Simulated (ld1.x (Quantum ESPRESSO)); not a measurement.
Logarithmic derivatives: germanium (Ge), ultrasoft

| Property | Result |
| --- | --- |
| Element | Ge |
| Generator | ld1.x (Quantum ESPRESSO) 7.5 |
| Type | ultrasoft |
| Functional | LDA (PZ) |
| Relativity | scalar-relativistic |
| Frozen core | [Ar] 3d10 |
| Valence charge | 4 |
| Reference configuration | 4s2 4p2 |
| Partial waves | 4s (bound): rcut 1.40, rcutus 1.75 bohr; 4s channel at -0.2 Ry: rcut 1.40, rcutus 1.75 bohr; 4p (bound): rcut 1.50, rcutus 1.75 bohr; 4p channel at 0.65 Ry: rcut 1.50, rcutus 1.75 bohr; 4d channel at -0.05 Ry: rcut 1.25, rcutus 1.50 bohr; 4d channel at 2 Ry: rcut 1.25, rcutus 1.50 bohr |
| Local potential | all-electron potential smoothed inside 1.65 bohr (lloc = -2) |
| Core correction | a·sin(br)/r model core inside 0.95 bohr |
| Augmentation charge | PSQ, inside the norm-conserving radii |

The phase is arctan(r·u′/u) with u = r·R(r), unwrapped; energies in Ry, scanned from -3 to 5 Ry. A pole is an energy at which the radial function vanishes at the test radius. The pseudo phase is shifted by a multiple of π to meet the all-electron one at the reference energy, and phase errors are pseudo minus all-electron; the curves can meet again beyond the range given. Levels narrower than the energy grid can be missing from the lists of poles.

Q: For each channel, where are the poles, and over which energies does the pseudopotential scatter like the atom?

A:

```json
{"channel": "s", "radius (bohr)": "1.90", "reference energy (Ry)": "-0.88", "poles, all-electron": "2.79", "poles, pseudo": "2.77", "unbroken range about the reference energy with phases within 0.05 rad": "the whole range", "phase error 1 Ry above the reference energy (rad)": "-0.000"}
{"channel": "p", "radius (bohr)": "1.90", "reference energy (Ry)": "-0.30", "poles, all-electron": "4.41", "poles, pseudo": "4.30", "unbroken range about the reference energy with phases within 0.05 rad": "the whole range", "phase error 1 Ry above the reference energy (rad)": "-0.000"}
{"channel": "d", "radius (bohr)": "1.90", "reference energy (Ry)": "-0.05", "poles, all-electron": "-2.02", "poles, pseudo": "-2.02", "unbroken range about the reference energy with phases within 0.05 rad": "the whole range", "phase error 1 Ry above the reference energy (rad)": "+0.000"}
```

Note: ghost state, extra bound levels that the all-electron valence spectrum of the same l lacks: d at -29.5 eV. A true bound ghost makes a file unfit for plane-wave use.

Phases in the s channel:

```
E (Ry)  all-electron  pseudo
 -3.00         1.092   1.092
 -2.52         0.992   0.992
 -2.04         0.827   0.826
 -1.56         0.520   0.520
 -1.08        -0.030  -0.030
 -0.60        -0.650  -0.650
 -0.12        -1.034  -1.034
  0.36        -1.239  -1.239
  0.84        -1.358  -1.358
  1.32        -1.436  -1.437
  1.80        -1.492  -1.492
  2.28        -1.534  -1.535
  2.76        -1.569  -1.570
  3.24        -1.599  -1.601
  3.72        -1.626  -1.629
  4.20        -1.651  -1.656
  4.68        -1.676  -1.683
```
